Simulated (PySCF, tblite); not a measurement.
Compound: C7H5ClO.
Bonds: O1–C2 (double), C2–C3, C3–C4 (double), C4–C5, C5–C6 (double), C6–Cl7, C6–C8, C8–C9 (double), C2–C9. Hydrogens: H10 on C3; H11 on C4; H12 on C5; H13 on C8; H14 on C9.

Computed with GFN2-xTB (tblite), gas phase: Langevin dynamics at 300 K from the optimised GFN2-xTB geometry, time step 0.5 fs, friction 0.01 fs⁻¹, 2000 steps. Over the second half of the run the saved frames average 339 K.

Frame at 250 fs, instantaneous temperature 187 K:
```
atom  x, y, z in Å
O1     -2.287   -1.984   -0.521
C2     -1.372   -1.232   -0.187
C3     -1.551    0.151   -0.086
C4     -0.688    1.210   -0.072
C5      0.690    1.225    0.068
C6      1.504    0.116    0.180
Cl7     3.219    0.464    0.262
C8      1.051   -1.215    0.345
C9     -0.125   -1.803    0.268
H10    -2.613    0.480   -0.260
H11    -1.218    2.134   -0.076
H12     1.208    2.155    0.113
H13     1.872   -1.911    0.492
H14    -0.233   -2.867    0.554
```

Frame at 425 fs, instantaneous temperature 395 K:
```
atom  x, y, z in Å
O1     -1.911   -2.070   -0.956
C2     -1.092   -1.388   -0.365
C3     -1.428    0.122   -0.246
C4     -0.697    1.208    0.020
C5      0.679    1.186    0.331
C6      1.571    0.161    0.423
Cl7     3.165    0.572    0.894
C8      1.261   -1.201    0.504
C9      0.171   -1.897    0.197
H10    -2.469    0.256   -0.651
H11    -1.091    2.217   -0.040
H12     1.096    2.192    0.347
H13     2.158   -1.812    0.676
H14     0.010   -3.005    0.267
```

Frame at 625 fs, instantaneous temperature 331 K:
```
atom  x, y, z in Å
O1     -1.908   -1.867   -0.666
C2     -1.043   -1.119   -0.286
C3     -1.304    0.216   -0.055
C4     -0.554    1.308    0.223
C5      0.792    1.312    0.643
C6      1.700    0.263    0.762
Cl7     3.396    0.564    1.258
C8      1.422   -1.045    0.386
C9      0.342   -1.695   -0.058
H10    -2.375    0.397   -0.264
H11    -1.106    2.262    0.091
H12     1.123    2.251    0.827
H13     2.315   -1.659    0.517
H14     0.488   -2.783   -0.184
```

Frame at 800 fs, instantaneous temperature 422 K:
```
atom  x, y, z in Å
O1     -1.585   -1.956   -0.576
C2     -0.732   -1.145   -0.184
C3     -1.127    0.297   -0.100
C4     -0.377    1.265    0.474
C5      0.908    1.304    0.997
C6      1.831    0.319    0.881
Cl7     3.377    0.552    1.615
C8      1.686   -1.049    0.361
C9      0.527   -1.727    0.015
H10    -2.131    0.480   -0.459
H11    -0.841    2.291    0.450
H12     1.251    2.124    1.591
H13     2.610   -1.524    0.296
H14     0.631   -2.765   -0.248
```

Frame at 1000 fs, instantaneous temperature 322 K:
```
atom  x, y, z in Å
O1     -1.661   -1.966   -0.542
C2     -0.866   -1.191    0.008
C3     -1.103    0.220   -0.005
C4     -0.384    1.274    0.350
C5      1.016    1.232    0.816
C6      1.790    0.147    1.139
Cl7     3.440    0.480    1.589
C8      1.480   -1.272    1.095
C9      0.358   -1.784    0.633
H10    -2.121    0.396   -0.274
H11    -0.746    2.339    0.266
H12     1.489    2.216    0.895
H13     2.088   -1.947    1.646
H14     0.289   -2.899    0.784
```

Problem. What do single points at PBE0/pcSseg-1 (PySCF, gas phase) give on these frames?

Solution. 
```json
{"t (fs)": "250", "GFN2-xTB E above start (eV)": "0.39", "DFT E above lowest frame (eV)": "0.01", "HOMO (eV)": "-7.09", "LUMO (eV)": "-2.80", "dipole (D)": "3.36"}
{"t (fs)": "425", "GFN2-xTB E above start (eV)": "0.52", "DFT E above lowest frame (eV)": "0.17", "HOMO (eV)": "-7.03", "LUMO (eV)": "-2.67", "dipole (D)": "2.81"}
{"t (fs)": "625", "GFN2-xTB E above start (eV)": "0.62", "DFT E above lowest frame (eV)": "0.26", "HOMO (eV)": "-7.08", "LUMO (eV)": "-2.90", "dipole (D)": "3.06"}
{"t (fs)": "800", "GFN2-xTB E above start (eV)": "0.53", "DFT E above lowest frame (eV)": "0.15", "HOMO (eV)": "-7.03", "LUMO (eV)": "-2.77", "dipole (D)": "3.15"}
{"t (fs)": "1000", "GFN2-xTB E above start (eV)": "0.42", "DFT E above lowest frame (eV)": "0.00", "HOMO (eV)": "-7.17", "LUMO (eV)": "-2.51", "dipole (D)": "3.01"}
```

The two levels order the frames alike by energy but for pairs within 0.08 eV at one level; measured from each level's lowest frame they differ by 0.04 eV at most. The HOMO–LUMO gap runs from 4.18 to 4.66 eV. These are instantaneous structures, not minima.

Problem. And the isotropic GIAO shieldings (ppm) from the same runs?

Solution. 
```tsv
atom	250 fs	425 fs	625 fs	800 fs	1000 fs	mean	range
O1	-305.6	-293.2	-266.6	-358.0	-351.5	-315.0	91.4
C2	1.6	-4.1	5.5	-11.4	-4.4	-2.6	16.9
C3	37.8	17.3	40.6	30.6	47.9	34.8	30.6
C4	49.6	52.6	46.5	50.8	44.9	48.9	7.7
C5	43.5	40.3	45.8	51.2	40.5	44.3	10.9
C6	24.7	41.4	23.0	26.7	30.3	29.2	18.4
Cl7	623.2	649.4	589.6	637.8	634.5	626.9	59.8
C8	54.1	49.6	45.2	34.1	48.7	46.3	20.0
C9	34.9	43.6	24.8	36.5	31.5	34.3	18.8
H10	24.1	23.8	24.7	24.1	25.3	24.4	1.5
H11	24.7	24.4	23.9	24.5	23.8	24.3	0.9
H12	24.5	24.5	25.8	24.7	24.2	24.7	1.6
H13	24.8	24.4	24.5	25.0	24.9	24.7	0.6
H14	24.0	24.0	23.9	24.4	24.2	24.1	0.5
```

The cost below is that of the whole dynamics run. The run took 18 s on one thread of an INTEL XEON PLATINUM 8581C at 2.10 GHz (shared host), and the process peaked at 0.18 GiB of memory.
